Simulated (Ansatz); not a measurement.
Relaxation of C2H8B2Si (13 atoms, charge 0, multiplicity 1), to a largest force component of 0.015 eV/Å in at most 40 steps.

Method: RKS r2SCAN-D4/def2-SVP (Ansatz).

```xyz
13
Properties=species:S:1:pos:R:3
Si -2.357 0.138 0.582
B -0.575 0.195 1.199
B 0.633 -0.015 0.110
C 2.177 -0.165 -0.430
C 1.181 -0.252 -1.425
H -2.693 -1.097 -0.062
H -3.288 0.394 1.710
H -2.551 1.276 -0.421
H -0.335 0.376 2.389
H 2.617 -1.090 -0.041
H 2.692 0.831 -0.307
H 0.958 -1.292 -1.818
H 1.055 0.616 -2.022
```

Where does it end, and by what steps?

The forces met the threshold. After 22 steps the energy has fallen by 2.038 eV; H9 moved furthest, 1.94 Å.

```tsv
step	energy less start (eV)	largest force component (eV/Å)	accepted
0	0.0000	4.014	yes
1	-0.9024	1.579	yes
2	-1.2152	0.660	yes
3	-1.3537	0.660	yes
4	-1.5203	0.518	yes
5	-1.6398	0.346	yes
6	-1.7458	0.313	yes
7	-1.8475	0.410	yes
8	-1.9384	0.201	yes
9	-1.9915	0.146	yes
10	-2.0161	0.198	yes
11	-1.9896	0.391	no
12	-2.0256	0.098	yes
13	-2.0290	0.071	yes
14	-2.0305	0.114	yes
15	-2.0328	0.103	yes
16	-2.0350	0.075	yes
17	-2.0360	0.088	yes
18	-2.0366	0.077	yes
19	-2.0371	0.040	yes
20	-2.0374	0.019	yes
21	-2.0375	0.021	yes
22	-2.0375	0.013	yes
```

```xyz
13
Properties=species:S:1:pos:R:3
Si -2.212 -0.131 0.664
B -0.557 1.026 0.787
B 0.650 0.405 -0.030
C 1.811 -0.645 -0.185
C 1.370 0.103 -1.397
H -2.029 -1.367 -0.162
H -2.642 -0.567 2.033
H -3.341 0.647 0.057
H -0.626 2.040 1.437
H 1.539 -1.701 -0.075
H 2.765 -0.380 0.286
H 0.776 -0.413 -2.160
H 2.010 0.899 -1.794
```

Time of the run: 110 s on 2 threads of Arm Neoverse V1 (shared host), peak memory 0.17 GiB.
